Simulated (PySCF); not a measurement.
**Two-component Hartree-Fock for Tb³⁺ (terbium, charge +3)**

Start: [Xe] 4f8; 4f5/2 filled at m_j = +5/2; 4f7/2 filled at m_j = -5/2, -3/2, -1/2, +1/2, +3/2, +5/2, +7/2. Calculated with PySCF 2.14 in x2c-SVPall-2c with one added diffuse shell each of s, p, d, f type (8s11p10d4f1g, 128 functions): generalised Hartree-Fock with the X2C-1e Hamiltonian and a Gaussian nucleus; spin-orbit coupling (SO) screened by Boettger's factors. This is a chosen level, not necessarily the ground level.

```csv
spinor shell,electrons,"ε, screened SO (eV)",weight of nominal j (screened SO),"rms radius, screened SO (bohr)"
1s1/2,2,-52275.8,1.000,0.0245
2s1/2,2,-8814.3,1.000,0.0989
2p1/2,2,-8361.5,1.000,0.0846
2p3/2,4,-7609.7,1.000,0.0912
3s1/2,2,-2032.4,1.000,0.255
3p1/2,2,-1835.1,1.000,0.246
3p3/2,4,-1676.0,1.000,0.260
3d3/2,4,-1339.7,0.996,0.232
3d5/2,6,-1304.5,0.997,0.236
4s1/2,2,-452.84,1.000,0.575
4p1/2,2,-374.97,0.976,0.592
4p3/2,4,-336.91,0.988,0.620
4d3/2,4,-210.97,0.716,0.668
4d5/2,6,-194.90,0.811,0.675
5s1/2,2,-87.410,1.000,1.41
5p1/2,2,-63.173,0.927,1.55
5p3/2,4,-57.197,0.963,1.65
4f7/2,7,-48.426,0.514,0.889
4f5/2,1,-40.943,0.810,0.942
```

| quantity | screened SO |
| --- | --- |
| E (hartree) | -11707.10201 |
| M_J | 6 |
| ⟨J²⟩ | 42.015 |
| ⟨L²⟩ | 12.338 |
| ⟨S²⟩ | 11.884 |

Each row is a mean over spinors that exchange with the open shell spreads, by up to 16.693 eV (4d5/2).

Rows whose weight is well below 1 are mixtures of j = l ± 1/2: exchange outweighs spin-orbit coupling there, and the label is only the starting occupation.

Breit and QED terms are absent; they matter most for the inner s and p1/2 levels.

Densities and radii are taken from the X2C orbitals without a picture-change correction, which distorts them close to the nucleus.
